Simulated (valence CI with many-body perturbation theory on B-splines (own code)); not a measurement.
Sb XVIII: calculated level list

Level of theory: configuration interaction combined with many-body perturbation theory (CI+MBPT): six valence electrons over a frozen Dirac-Fock core [Ar] 3d10, radial functions for each j: 9 s, 9 p, 8 d, 6 f, 3 g, 1 h, with the one-electron correlation potential Σ1, the two-electron term Σ2, the three-electron term Σ3, Breit, model QED; selected CI, second order for the rest, scaled by the run's own slope (own B-spline code, finite nucleus).

No measured spectrum was set against this ion. As an estimate, levels hold to about 250 cm⁻¹ or 0.2 % of their energy and the worst to 1 %, as in measured heavy ions of charge 2 to 7; those with d or f electrons hold less well. Among the levels kept, up to 1100 cm⁻¹ of a level comes from second order outside the variational space, and about a tenth of that is noise between levels of different J, which matters for small intervals.

Levels 1 to 40 of 40, with energies above the lowest level, 4s²4p⁴ ³P_2. "Leading %" is the weight of the configuration and term that name the level; weights of strongly mixed levels are sums over their largest components and can fall short. In the jj column 3d3/2^4 stands for four electrons in 3d with j = 3/2. Lifetimes count E1, E2, E3, M1 and M2 decay at the calculated energies, and are blank where another channel may lead or the interval is too uncertain; long ones can be off by a factor of two.

| No. | Configuration | Term | J | E (eV) | Leading % | Leading jj | Lifetime | g |
| --- | --- | --- | --- | --- | --- | --- | --- | --- |
| 1 | 4s²4p⁴ | ³P | 2 | 0.00 | 77 | 4s^2 4p1/2^2 4p3/2^2 (96 %) |  | 1.392 |
| 2 | 4s²4p⁴ | ³P | 0 | 4.21 | 52 | 4s^2 4p1/2^2 4p3/2^2 (93 %) | 843 ms |  |
| 3 | 4s²4p⁴ | ³P | 1 | 10.35 | 98 | 4s^2 4p1/2 4p3/2^3 (98 %) | 87.1 μs | 1.500 |
| 4 | 4s²4p⁴ | ¹D | 2 | 12.99 | 76 | 4s^2 4p1/2 4p3/2^3 (96 %) | 125 μs | 1.107 |
| 5 | 4s²4p⁴ | ¹S | 0 | 25.64 | 52 | 4s^2 4p3/2^4 (93 %) | 21.2 μs |  |
| 6 | 4s4p⁵ | ³P° | 2 | 55.36 | 86 | 4s 4p1/2^2 4p3/2^3 (86 %) | 78.4 ps | 1.499 |
| 7 | 4s4p⁵ | ³P° | 1 | 59.74 | 65 | 4s 4p1/2^2 4p3/2^3 (65 %) | 47.4 ps | 1.383 |
| 8 | 4s4p⁵ | ³P° | 0 | 66.15 | 82 | 4s 4p1/2 4p3/2^4 (82 %) | 69.7 ps |  |
| 9 | 4s4p⁵ | ¹P° | 1 | 71.81 | 48 | 4s 4p1/2 4p3/2^4 (60 %) | 34.6 ps | 1.119 |
| 10 | 4s²4p³4d | ⁵D° | 2 | 72.72 | 31 | 4s^2 4p1/2^2 4p3/2 4d3/2 (86 %) | 612 ps | 1.110 |
| 11 | 4s²4p³4d | ⁵D° | 3 | 73.28 | 46 | 4s^2 4p1/2^2 4p3/2 4d3/2 (62 %) | 911 ps | 1.308 |
| 12 | 4s²4p³4d | ⁵D° | 0 | 73.39 | 60 | 4s^2 4p1/2^2 4p3/2 4d3/2 (79 %) | 416 ps |  |
| 13 | 4s²4p³4d | ⁵D° | 1 | 74.28 | 70 | 4s^2 4p1/2^2 4p3/2 4d3/2 (54 %) | 68.0 ps | 1.400 |
| 14 | 4s²4p³4d | ⁵D° | 4 | 74.99 | 60 | 4s^2 4p1/2^2 4p3/2 4d5/2 (81 %) | 2.06 ms | 1.378 |
| 15 | 4s²4p³4d | ⁵D° | 2 | 76.74 | 42 | 4s^2 4p1/2^2 4p3/2 4d5/2 (66 %) | 74.5 ps | 1.285 |
| 16 | 4s²4p³4d | ³G° | 3 | 80.35 | 35 | 4s^2 4p1/2^2 4p3/2 4d5/2 (29 %) | 69.7 ps | 1.099 |
| 17 | 4s²4p³4d | ³D° | 1 | 81.54 | 79 | 4s^2 4p1/2 4p3/2^2 4d3/2 (52 %) | 197 ps | 0.688 |
| 18 | 4s²4p³4d | ³F° | 2 | 81.89 | 48 | 4s^2 4p1/2 4p3/2^2 4d3/2 (87 %) | 340 ps | 0.958 |
| 19 | 4s²4p³4d | ¹S° | 0 | 82.12 | 63 | 4s^2 4p1/2 4p3/2^2 4d3/2 (64 %) | 1.62 ns |  |
| 20 | 4s²4p³4d | ³F° | 3 | 83.03 | 73 | 4s^2 4p1/2 4p3/2^2 4d3/2 (65 %) | 236 ps | 1.140 |
| 21 | 4s²4p³4d | ³D° | 3 | 83.87 | 62 | 4s^2 4p1/2 4p3/2^2 4d5/2 (71 %) | 334 ps | 1.193 |
| 22 | 4s²4p³4d | ³G° | 4 | 84.63 | 57 | 4s^2 4p1/2 4p3/2^2 4d5/2 (67 %) | 156 μs | 1.186 |
| 23 | 4s²4p³4d | ³D° | 1 | 84.92 | 78 | 4s^2 4p1/2^2 4p3/2 4d5/2 (40 %) | 29.8 ps | 0.662 |
| 24 | 4s²4p³4d | ³F° | 4 | 85.78 | 74 | 4s^2 4p1/2 4p3/2^2 4d5/2 (52 %) |  | 1.204 |
| 25 | 4s²4p³4d | ¹G° | 4 | 87.22 | 54 | 4s^2 4p1/2 4p3/2^2 4d5/2 (57 %) |  | 1.076 |
| 26 | 4s²4p³4d | ³G° | 5 | 87.88 | 98 | 4s^2 4p1/2 4p3/2^2 4d5/2 (98 %) |  | 1.199 |
| 27 | 4s²4p³4d | ³F° | 2 | 88.53 | 41 | 4s^2 4p1/2 4p3/2^2 4d3/2 (78 %) | 75.5 ps | 0.935 |
| 28 | 4s²4p³4d | ³P° | 1 | 90.00 | 36 | 4s^2 4p1/2 4p3/2^2 4d5/2 (47 %) | 12.6 ps | 1.308 |
| 29 | 4s²4p³4d | ³P° | 0 | 90.78 | 61 | 4s^2 4p1/2 4p3/2^2 4d5/2 (58 %) | 41.2 ps |  |
| 30 | 4s²4p³4d | ³D° | 2 | 92.01 | 58 | 4s^2 4p1/2 4p3/2^2 4d5/2 (88 %) | 136 ps | 1.223 |
| 31 | 4s²4p³4d | ³F° | 2 | 93.11 | 43 | 4s^2 4p1/2 4p3/2^2 4d5/2 (42 %) | 7.84 ps | 1.072 |
| 32 | 4s²4p³4d | ³F° | 3 | 93.47 | 57 | 4s^2 4p1/2 4p3/2^2 4d5/2 (79 %) | 61.1 ps | 1.109 |
| 33 | 4s²4p³4d | ³D° | 3 | 94.48 | 48 | 4s^2 4p1/2 4p3/2^2 4d5/2 (59 %) | 12.4 ps | 1.129 |
| 34 | 4s²4p³4d | ³P° | 2 | 95.27 | 48 | 4s^2 4p1/2 4p3/2^2 4d3/2 (40 %) | 4.07 ps | 1.253 |
| 35 | 4s²4p³4d | ³P° | 1 | 95.36 | 48 | 4s^2 4p1/2 4p3/2^2 4d3/2 (62 %) | 3.42 ps | 1.263 |
| 36 | 4s²4p³4d | ³S° | 1 | 97.17 | 65 | 4s^2 4p1/2 4p3/2^2 4d5/2 (56 %) | 3.81 ps | 1.679 |
| 37 | 4s²4p³4d | ³D° | 3 | 97.64 | 53 | 4s^2 4p1/2 4p3/2^2 4d3/2 (53 %) | 2.72 ps | 1.212 |
| 38 | 4s²4p³4d | ³F° | 4 | 99.56 | 58 | 4s^2 4p3/2^3 4d5/2 (91 %) | 34.0 μs | 1.201 |
| 39 | 4s²4p³4d | ³P° | 2 | 100.50 | 41 | 4s^2 4p3/2^3 4d5/2 (68 %) | 11.3 ps | 1.238 |
| 40 | 4s²4p³4d | ¹P° | 1 | 100.98 | 40 | 4s^2 4p1/2 4p3/2^2 4d3/2 (56 %) | 2.91 ps | 0.996 |

Names give the largest LS component (configuration and term), which can be under half, so a name can repeat, a term be missing and a line seem to break the LS rules; names also repeat where a configuration has a term twice.

The ionisation energy to 4s²4p³ ⁴S°3/2 of the next ion comes out as 480.53 eV (NIST: 479 ± 3 eV (theoretical)). All 40 levels together are meant to be complete up to 101.04 eV.
